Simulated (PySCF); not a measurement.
Ligands exchanged one at a time, B CH3-SH. Gas-phase values, no solvent. One relaxed conformer stands for each flexible species; it need not be the lowest. Strings in code marks are SMILES.

Method: ωB97X-D3(BJ)/def2-TZVP // B3LYP-D3(BJ)/def2-TZVP (PySCF). All candidates: neutral, multiplicity 1. Delta-SCF ions had no search for a lower state. Excitations are Tamm–Dancoff values on a coarser integration grid. The basis has no diffuse functions, so Rydberg states are missing or too high.

```
Property                                   Value
--------------------------------------  --------
HOMO                                    -9.70 eV
S1 excitation (TDA)                      6.24 eV
vertical ionisation energy (Delta-SCF)   9.69 eV
```

Q: Say which member has these values.
A. `CB(C)C`
B. `CB(S)S` (S–B–S–H torsion -180°, S–B–S–H torsion 180°)
C. `CB(C)S` (C–B–S–H torsion 2°)
D. `SB(S)S`

A: B, `CB(S)S` (S–B–S–H torsion -180°, S–B–S–H torsion 180°). The others give `SB(S)S`: -9.93 eV, 5.94 eV, 9.88 eV; `CB(C)S` (C–B–S–H torsion 2°): -10.23 eV, 6.87 eV, 10.23 eV; `CB(C)C`: -11.02 eV, 6.75 eV, 10.91 eV
